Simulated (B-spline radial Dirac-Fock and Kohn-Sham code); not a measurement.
**X-ray form factors of gold in several charge states**

These are calculated numbers from a radial atomic solver; the model is Dirac-Fock densities.

Configurations: Au⁷¹⁺ [He] 2s2 2p4; Au⁷³⁺ [He] 2s2 2p2; Au⁷⁴⁺ [He] 2s2 2p1; Au⁷⁵⁺ [He] 2s2; Au⁷⁷⁺ 1s2. The first column is f₀ of Au⁷¹⁺, the others are differences from it.

| s (Å⁻¹) | Au⁷¹⁺ | Δ Au⁷³⁺ | Δ Au⁷⁴⁺ | Δ Au⁷⁵⁺ | Δ Au⁷⁷⁺ |
| --- | --- | --- | --- | --- | --- |
| 0 | 8.000 | -2.000 | -3.000 | -4.000 | -6.000 |
| 0.1 | 7.998 | -1.999 | -2.999 | -3.999 | -5.998 |
| 0.2 | 7.991 | -1.997 | -2.996 | -3.994 | -5.991 |
| 0.3 | 7.980 | -1.994 | -2.990 | -3.987 | -5.980 |
| 0.4 | 7.964 | -1.989 | -2.983 | -3.978 | -5.965 |
| 0.5 | 7.944 | -1.982 | -2.974 | -3.965 | -5.945 |
| 0.7 | 7.890 | -1.965 | -2.948 | -3.932 | -5.893 |
| 0.9 | 7.820 | -1.943 | -2.915 | -3.888 | -5.824 |
| 1.1 | 7.733 | -1.915 | -2.874 | -3.835 | -5.740 |
| 1.4 | 7.574 | -1.865 | -2.800 | -3.736 | -5.585 |
